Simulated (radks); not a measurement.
Results of a calculation; reference values are marked as such.
Neutral neodymium inside a hard spherical wall (all orbitals vanish at R), configuration held at [Xe] 4f4 6s2 and not refilled when levels cross. Level of theory: scalar-relativistic Kohn-Sham, PBEsol, spin-unpolarised, spherical densities, finite nucleus; Fermi nuclear charge, rms radius 4.9123 fm (a radial shooting solver on a logarithmic mesh with Libxc functionals). Eigenvalues in eV, with the zero of energy where the potential of the charges vanishes at infinity; a dash marks a level that is unbound or too diffuse for the functional's potential to be trusted. A positive occupied level is held by the wall or, in an anion where self-interaction has pushed it up, behind a barrier. The pressure on the wall is -dE/dV.

[
 {"R (bohr)": "free", "E (hartree)": "-9619.9461", "kinetic (hartree)": "10236.786", "e(5s)": "-40.485", "e(5p)": "-22.099", "e(6s)": "-3.520", "e(5d, empty)": "-1.934", "e(4f)": "-1.789", "e(6p, empty)": "-1.217", "pressure (GPa)": "0"},
 {"R (bohr)": "20", "E (hartree)": "-9619.9461", "kinetic (hartree)": "10236.786", "e(5s)": "-40.485", "e(5p)": "-22.099", "e(6s)": "-3.520", "e(5d, empty)": "-1.934", "e(4f)": "-1.789", "e(6p, empty)": "-1.216", "pressure (GPa)": "< 0.0001"},
 {"R (bohr)": "12", "E (hartree)": "-9619.9455", "kinetic (hartree)": "10236.792", "e(5s)": "-40.435", "e(5p)": "-22.050", "e(6s)": "-3.483", "e(5d, empty)": "-1.889", "e(4f)": "-1.740", "e(6p, empty)": "-1.096", "pressure (GPa)": "0.00912"},
 {"R (bohr)": "10", "E (hartree)": "-9619.9423", "kinetic (hartree)": "10236.818", "e(5s)": "-40.264", "e(5p)": "-21.881", "e(6s)": "-3.344", "e(5d, empty)": "-1.740", "e(4f)": "-1.572", "e(6p, empty)": "-0.797", "pressure (GPa)": "0.0829"},
 {"R (bohr)": "8", "E (hartree)": "-9619.9225", "kinetic (hartree)": "10236.934", "e(5s)": "-39.658", "e(5p)": "-21.290", "e(6s)": "-2.763", "e(5d, empty)": "-1.196", "e(4f)": "-0.975", "e(6p, empty)": "0.249", "pressure (GPa)": "0.774"},
 {"R (bohr)": "7", "E (hartree)": "-9619.8883", "kinetic (hartree)": "10237.097", "e(5s)": "-38.991", "e(5p)": "-20.645", "e(6s)": "-1.970", "e(5d, empty)": "-0.559", "e(4f)": "-0.308", "e(6p, empty)": "1.558", "pressure (GPa)": "2.48"},
 {"R (bohr)": "6", "E (hartree)": "-9619.8029", "kinetic (hartree)": "10237.451", "e(5s)": "-37.873", "e(5p)": "-19.581", "e(6s)": "-0.288", "e(5d, empty)": "0.602", "e(4f)": "0.835", "e(6p, empty)": "4.179", "pressure (GPa)": "8.60"},
 {"R (bohr)": "5", "E (hartree)": "-9619.5723", "kinetic (hartree)": "10238.332", "e(5s)": "-35.915", "e(5p)": "-17.744", "e(6s)": "3.622", "e(5d, empty)": "2.895", "e(4f)": "2.931", "e(6p, empty)": "9.888", "pressure (GPa)": "35.3"},
 {"R (bohr)": "4", "E (hartree)": "-9618.8281", "kinetic (hartree)": "10241.159", "e(5s)": "-31.831", "e(5p)": "-13.822", "e(6s)": "14.329", "e(5d, empty)": "8.339", "e(4f)": "7.647", "e(6p, empty)": "24.215", "pressure (GPa)": "197"},
 {"R (bohr)": "3.5", "E (hartree)": "-9617.8262", "kinetic (hartree)": "10244.931", "e(5s)": "-27.762", "e(5p)": "-9.652", "e(6s)": "26.812", "e(5d, empty)": "14.253", "e(4f)": "12.589", "e(6p, empty)": "39.741", "pressure (GPa)": "550"},
 {"R (bohr)": "2.5", "E (hartree)": "-9609.9143", "kinetic (hartree)": "10272.008", "e(5s)": "-5.611", "e(5p)": "15.557", "e(6s)": "102.90", "e(5d, empty)": "48.937", "e(4f)": "37.937", "e(6p, empty)": "126.51", "pressure (GPa)": "6670"}
]
